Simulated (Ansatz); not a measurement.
One change: `[BH2][SnH]([OH])[OH]` becomes `[OH][SnH2][OH]`.

Ansatz, PBE0-D4/def2-TZVP geometries, multiplicity 1. Each molecule was computed in one conformer, which needn't be the lowest.

Elements past krypton have def2 core potentials.

```tsv
property	`[BH2][SnH]([OH])[OH]`
HOMO energy (ωB97M-V/def2-TZVPP) / eV	-10.59
HOMO–LUMO gap (PBE/def2-TZVPP) / eV	2.77
size of the dipole moment (PBE/def2-TZVPP) / D	2.06
HOMO–LUMO gap (B3LYP/def2-TZVPP) / eV	4.95
HOMO energy (PBE0/def2-TZVPP) / eV	-8.31
LUMO energy (PBE0/def2-TZVPP) / eV	-2.88
```

Question: Give the same properties after the change, and the shifts. (Best estimate.)

Answer: Computed: 
```json
{"property": "HOMO energy (ωB97M-V/def2-TZVPP) / eV", "`[OH][SnH2][OH]`": "-10.94", "shift": "-0.35"}
{"property": "HOMO–LUMO gap (PBE/def2-TZVPP) / eV", "`[OH][SnH2][OH]`": "5.50", "shift": "2.73"}
{"property": "size of the dipole moment (PBE/def2-TZVPP) / D", "`[OH][SnH2][OH]`": "0.39", "shift": "-1.67"}
{"property": "HOMO–LUMO gap (B3LYP/def2-TZVPP) / eV", "`[OH][SnH2][OH]`": "7.49", "shift": "2.54"}
{"property": "HOMO energy (PBE0/def2-TZVPP) / eV", "`[OH][SnH2][OH]`": "-8.50", "shift": "-0.19"}
{"property": "LUMO energy (PBE0/def2-TZVPP) / eV", "`[OH][SnH2][OH]`": "-0.40", "shift": "2.48"}
```

With PBE0 the HOMO falls by 0.19 eV and the LUMO rises by 2.48 eV, so the gap widens by about 2.67 eV. PBE moves the HOMO by -0.15 eV and ωB97M-V by -0.35 eV. Dipoles are sizes alone; their direction can turn.

B3LYP here is the variant with VWN-RPA as its local correlation; programs differ in this.
